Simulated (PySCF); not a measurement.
How do the members of this family differ from one of them?

PySCF, CAM-B3LYP/def2-SVPD, density fitting, gas phase; each molecule at its own PBE0-D3(BJ)/def2-SVP geometry, one conformer. Singlet excitations by full TDDFT with frozen cores, triplets by Tamm–Dancoff TDDFT and ionisation energies by ΔSCF, from the lowest of the holes tried. 

Torsions of the conformers computed, which needn't be the lowest (atom-mapped SMILES):
- `[CH3:1][O:2][GeH2:3][F:4]`: C1–O2–Ge3–F4 -171°
- `[F:1][GeH2:2][CH:3]([Cl:4])[Cl:5]`: F1–Ge2–C3–Cl4 175°
- `[F:1][GeH2:2][B:3]([Cl:4])[Cl:5]`: F1–Ge2–B3–Cl4 -175°
- `[F:1][CH2:2][GeH2:3][F:4]`: F1–C2–Ge3–F4 180°

Reference: `[CH3][GeH2][F]`, with HOMO energy -10.54 eV, LUMO energy 1.05 eV, lowest singlet excitation 7.88 eV, lowest triplet excitation 7.51 eV, mean polarisability 43.6 au, dipole moment 2.63 D and vertical ionisation energy 11.59 eV.

Changes against it:

| molecule | Δ HOMO energy (eV) | Δ LUMO energy (eV) | Δ lowest singlet excitation (eV) | Δ lowest triplet excitation (eV) | Δ mean polarisability (au) | Δ dipole moment (D) | Δ vertical ionisation energy (eV) |
| --- | --- | --- | --- | --- | --- | --- | --- |
| [F][GeH2][CH](Cl)Cl | +0.69 | -0.78 | -1.47 | -1.72 | +25.8 | -0.93 | -0.84 |
| [F][GeH2][B](Cl)Cl | +0.59 | -2.42 | -3.12 | -3.45 | +27.7 | -0.57 | -0.77 |
| F[CH2][GeH2][F] | +0.23 | -0.60 | -0.83 | -0.92 | +0.1 | -1.94 | -0.20 |

Rows whose labels were lost:

```csv
row,Δ HOMO energy (eV),Δ LUMO energy (eV),Δ lowest singlet excitation (eV),Δ lowest triplet excitation (eV),Δ mean polarisability (au),Δ dipole moment (D),Δ vertical ionisation energy (eV)
P,+0.84,-0.39,-1.02,-0.93,+3.1,+0.70,-0.92
Q,+0.52,-1.08,-1.50,-1.65,+8.0,-0.32,-0.38
```

Q: Which row belongs to which of `[F][GeH2][Br]` and `C[O][GeH2][F]`?

A: P = `C[O][GeH2][F]` and Q = `[F][GeH2][Br]`. P and Q are told apart most clearly by the lowest triplet excitation (-0.93 against -1.65 eV).

Q: Which row has the smallest HOMO–LUMO gap and which the largest, and does the HOMO or the LUMO shift more there?

A: Smallest, counted from the reference: `[F][GeH2][B](Cl)Cl`, -3.01 eV (HOMO +0.59, LUMO -2.42), the larger shift being that of the LUMO. Largest: `F[CH2][GeH2][F]`, -0.83 eV (HOMO +0.23, LUMO -0.60), the larger shift being that of the LUMO. The gap of the reference itself lies above all of them.
